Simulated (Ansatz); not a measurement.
`[Cl][GeH2][I]` + HI → `[I][GeH2][I]` + HCl at 600 K and 1 bar (ligand exchange at a Ge–Cl bond).

Computed with Ansatz on PBE0-D4/def2-TZVP structures; ΔE is electronic, products minus reactants. CCSD(T)/CBS is the MP2 limit (def2-TZVPP, def2-QZVPP) plus CCSD(T) − MP2 in def2-TZVPP, frozen cores. This one scheme is used for every species. def2 core potentials past Kr. For Ge, I outer-core shells are correlated without core-valence functions, which leaves a few kJ/mol of doubt a bond. Scalar relativity is left out up to krypton.

```
        species  CCSD(T)/CBS energy (Eh)  H − E (kJ/mol)  S (J/(mol·K))
`[Cl][GeH2][I]`              -2834.60434            86.3          381.5
             HI               -298.03592            31.6          227.0
 `[I][GeH2][I]`              -2672.26499            85.6          396.9
            HCl               -460.38127            35.4          207.2
```

H − E and S are ideal-gas, rigid-rotor, harmonic terms from PBE0-D4/def2-TZVP. 1 Eh = 2625.50 kJ/mol, R = 8.31446 J/(mol·K).

Problem. By hand: ΔE, ΔH, ΔS and ΔG.

Solution. ΔE = (-2672.26499) + (-460.38127) − (-2834.60434) − (-298.03592) = -0.00600 Eh = -15.8 kJ/mol. Δ(H − E) = 85.6 + 35.4 − 86.3 − 31.6 = 3.1, so ΔH = -12.7 kJ/mol. ΔS = 396.9 + 207.2 − 381.5 − 227.0 = -4.4 J/(mol·K). ΔG = -12.7 − 600 × (-4.4)/1000 = -10.1 kJ/mol.

Problem. By hand: the equilibrium constant, and the temperature at which ΔG would vanish if ΔH and ΔS stayed fixed.

Solution. log₁₀ K = −ΔG/(RT ln 10) = 0.9. ΔG = 0 at ΔH/ΔS = 2886 K, far beyond where these terms or the molecules hold.

The number of gas molecules stays the same, so ΔS is small and ΔH decides. A doubt of 5 kJ/mol in ΔE shifts log₁₀ K by 0.4 here. These are equilibria of isolated gas molecules and say nothing of rates. Largest T1 diagnostic: 0.009 (customary marks: 0.02 for closed shells, 0.045 for open ones).
